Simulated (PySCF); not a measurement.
Atomic charges against the basis set

Species: CH7AlFN.
Numbering: `[CH3:1][Al@H-:2]([NH3+:3])[F:4]` (hydrogens: H5, H6, H7 on C1; H8 on Al2; H9, H10, H11 on N3)

PBE0 throughout (PySCF), one geometry, spherical d and f functions. Geometry: PBE0-D3(BJ)/def2-SVP; no solvent, vibrations or thermal averaging. Atoms taken as equivalent share a column and are averaged.

Mulliken charges (e):

| basis | functions | C1 | Al2 | N3 | F4 | H5/H6/H7 | H8 | H9/H10/H11 |
| --- | --- | --- | --- | --- | --- | --- | --- | --- |
| STO-3G | 31 | -0.457 | +0.786 | -0.493 | -0.344 | +0.031 | -0.292 | +0.236 |
| 6-31G | 54 | -0.910 | +1.009 | -0.972 | -0.557 | +0.172 | -0.241 | +0.385 |
| pcSseg-0 | 54 | -1.257 | +1.292 | -0.918 | -0.543 | +0.225 | -0.338 | +0.363 |
| 6-31G* | 74 | -0.819 | +0.740 | -0.981 | -0.496 | +0.172 | -0.167 | +0.402 |
| cc-pVDZ | 95 | -0.327 | +0.490 | -0.141 | -0.430 | +0.046 | -0.171 | +0.147 |
| def2-SVP | 95 | -0.476 | +0.743 | -0.246 | -0.447 | +0.052 | -0.238 | +0.169 |
| 6-311+G(2d,p) | 158 | -0.919 | +1.200 | -0.805 | -0.633 | +0.144 | -0.177 | +0.301 |
| aug-cc-pVDZ | 159 | +0.391 | +0.822 | -0.319 | -0.676 | -0.208 | +0.092 | +0.105 |
| def2-TZVP | 172 | -0.642 | +0.519 | -0.550 | -0.410 | +0.127 | -0.157 | +0.286 |
| IGLO-III | 219 | -0.741 | +1.156 | -0.700 | -0.636 | +0.117 | -0.328 | +0.299 |
| cc-pVTZ | 222 | -0.449 | +0.349 | -0.113 | -0.380 | +0.089 | -0.152 | +0.159 |

IAO charges (e):

```json
{"basis": "STO-3G", "functions": "31", "C1": "-0.758", "Al2": "+1.066", "N3": "-0.526", "F4": "-0.521", "H5/H6/H7": "+0.103", "H8": "-0.330", "H9/H10/H11": "+0.253"}
{"basis": "6-31G", "functions": "54", "C1": "-0.825", "Al2": "+0.939", "N3": "-0.635", "F4": "-0.586", "H5/H6/H7": "+0.148", "H8": "-0.235", "H9/H10/H11": "+0.300"}
{"basis": "pcSseg-0", "functions": "54", "C1": "-0.828", "Al2": "+0.952", "N3": "-0.607", "F4": "-0.571", "H5/H6/H7": "+0.144", "H8": "-0.249", "H9/H10/H11": "+0.291"}
{"basis": "6-31G*", "functions": "74", "C1": "-0.814", "Al2": "+0.994", "N3": "-0.622", "F4": "-0.596", "H5/H6/H7": "+0.138", "H8": "-0.255", "H9/H10/H11": "+0.293"}
{"basis": "cc-pVDZ", "functions": "95", "C1": "-0.812", "Al2": "+0.985", "N3": "-0.616", "F4": "-0.598", "H5/H6/H7": "+0.139", "H8": "-0.253", "H9/H10/H11": "+0.292"}
{"basis": "def2-SVP", "functions": "95", "C1": "-0.807", "Al2": "+0.997", "N3": "-0.606", "F4": "-0.595", "H5/H6/H7": "+0.136", "H8": "-0.264", "H9/H10/H11": "+0.289"}
{"basis": "6-311+G(2d,p)", "functions": "158", "C1": "-0.839", "Al2": "+1.021", "N3": "-0.640", "F4": "-0.615", "H5/H6/H7": "+0.145", "H8": "-0.260", "H9/H10/H11": "+0.299"}
{"basis": "aug-cc-pVDZ", "functions": "159", "C1": "-0.829", "Al2": "+1.003", "N3": "-0.633", "F4": "-0.613", "H5/H6/H7": "+0.144", "H8": "-0.254", "H9/H10/H11": "+0.298"}
{"basis": "def2-TZVP", "functions": "172", "C1": "-0.841", "Al2": "+1.027", "N3": "-0.639", "F4": "-0.615", "H5/H6/H7": "+0.145", "H8": "-0.263", "H9/H10/H11": "+0.299"}
{"basis": "IGLO-III", "functions": "219", "C1": "-0.842", "Al2": "+1.028", "N3": "-0.641", "F4": "-0.617", "H5/H6/H7": "+0.145", "H8": "-0.263", "H9/H10/H11": "+0.299"}
{"basis": "cc-pVTZ", "functions": "222", "C1": "-0.838", "Al2": "+1.020", "N3": "-0.638", "F4": "-0.613", "H5/H6/H7": "+0.145", "H8": "-0.260", "H9/H10/H11": "+0.299"}
```

Some averages cover members that differ in this geometry, most widely: H5/H6/H7, Mulliken in IGLO-III +0.104 to +0.135; H9/H10/H11, Mulliken in 6-311+G(2d,p) +0.288 to +0.314 e.

Problem. Which scheme is steadiest as the basis changes?

Solution. Largest range over the bases for any column: IAO 0.13 e, Mulliken 1.65 e. IAO charges move least and Mulliken charges most, counted in e. Without the minimal STO-3G basis the ranges are IAO 0.09, Mulliken 1.65 e.

Problem. How much do the charges still move between the two largest bases, IGLO-III and cc-pVTZ?

Solution. At most, over all atoms: Mulliken 0.807 e, IAO 0.009 e.

Problem. What do the same runs give for the total energy, the frontier levels and the dipole moment?

Solution. 
```csv
basis,energy (Eh),HOMO (eV),LUMO (eV),μ (D)
STO-3G,-433.5309,-2.28,8.09,5.55
6-31G,-439.0464,-7.15,0.47,6.03
pcSseg-0,-438.4178,-7.29,0.40,6.07
6-31G*,-439.0980,-7.00,0.61,5.68
cc-pVDZ,-439.1273,-7.15,0.40,5.63
def2-SVP,-438.9028,-7.16,0.34,5.69
"6-311+G(2d,p)",-439.2050,-7.32,-0.72,5.53
aug-cc-pVDZ,-439.1517,-7.31,-0.92,5.48
def2-TZVP,-439.2239,-7.26,-0.19,5.53
IGLO-III,-439.2324,-7.29,-0.40,5.48
cc-pVTZ,-439.2169,-7.24,-0.08,5.50
```

The dipole is fixed by the density alone, so its range of 0.59 D shows that the density itself changes with the basis, not only its division among atoms.
